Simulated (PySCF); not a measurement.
Compound: C3H11NSi2.
SMILES: `C=CC[SiH2][SiH2]N`

Computed, not measured: TDDFT CAM-B3LYP/def2-SVPD, vertical, gas phase, core orbitals frozen in the response in PySCF. Isolated species at its PBE0-D3(BJ)/def2-SVP geometry (one conformer only). Torsions of this conformer, `[CH2:1]=[CH:2][CH2:3][SiH2:4][SiH2:5][NH2:6]`: C1–C2–C3–Si4 106°, C2–C3–Si4–Si5 171°, C3–Si4–Si5–N6 -58°, H–N6–Si5–Si4 -56°, H–N6–Si5–Si4 166°.

| state | E (eV) | λ (nm) | ν̃ (cm⁻¹) | f | main configurations (H = HOMO, L = LUMO) |
| --- | --- | --- | --- | --- | --- |
| S1 | 5.98 | 207.2 | 48250 | 0.0038 | H-1→L (53%), H→L (40%) |
| S2 | 6.62 | 187.4 | 53350 | 0.338 | H→L+1 (59%), H→L+2 (21%) |
| S3 | 6.77 | 183.0 | 54630 | 0.261 | H→L+2 (47%), H→L+1 (25%), H→L+3 (8%) |
| S4 | 6.81 | 182.1 | 54920 | 0.054 | H-2→L (25%), H→L (24%), H-1→L (16%) |
| S5 | 7.10 | 174.6 | 57260 | 0.014 | H→L+3 (46%), H-1→L+3 (17%), H-1→L+1 (14%) |
| S6 | 7.21 | 172.0 | 58140 | 0.061 | H-1→L+2 (20%), H→L+3 (16%), H-1→L+1 (13%) |
| S7 | 7.41 | 167.3 | 59760 | 0.0008 | H-2→L (31%), H→L (12%), H-1→L+1 (10%) |
| S8 | 7.50 | 165.3 | 60480 | 0.060 | H→L+5 (30%), H-1→L+2 (15%), H→L+4 (10%) |
| S9 | 7.54 | 164.4 | 60820 | 0.031 | H→L+6 (36%), H-1→L+1 (13%), H→L+7 (9%) |
| S10 | 7.61 | 162.9 | 61380 | 0.024 | H→L+5 (26%), H-1→L+2 (22%), H→L+4 (19%) |

Triplets, Tamm–Dancoff:

```
state  E (eV)  λ (nm)  main configurations (H = HOMO, L = LUMO)
   T1    4.21   294.8                H→L+1 (59%), H-1→L+1 (11%)
   T2    5.58   222.2                    H-1→L (52%), H→L (35%)
   T3    6.16   201.4                  H→L+2 (28%), H→L+1 (10%)
   T4    6.30   196.7       H-2→L (46%), H-1→L (10%), H→L (10%)
```

The lowest singlet comes at 207 nm (577 kJ/mol) in the ultraviolet; it is very weak; its leading configuration is HOMO-1→LUMO (53%). The most intense listed level is S2 at 6.62 eV (187 nm, f = 0.338), 0.63 eV above S1. Löwdin shares by element: HOMO carbon 60%, silicon 11% or more (atoms not listed hold the other 29%); LUMO silicon 41%, nitrogen 13%, hydrogen 12% or more (atoms not listed hold the other 34%). Of the 10 states listed, 8 reach f = 0.01 and none stays under 0.0005. Weighted by f, the mean energy of these states is 6.85 eV. Orbital energies (eV): HOMO-3 -10.68, HOMO-2 -9.62, HOMO-1 -8.86, HOMO -8.20, LUMO 0.78, LUMO+1 1.21, LUMO+2 1.39. All these states lie below the vertical ionisation energy of 8.88 eV (ΔSCF). Singlets were solved by full linear response, triplets in the Tamm–Dancoff approximation.

The run took 2.4 min of wall time on an Arm Neoverse V1 with one thread, on a shared host.
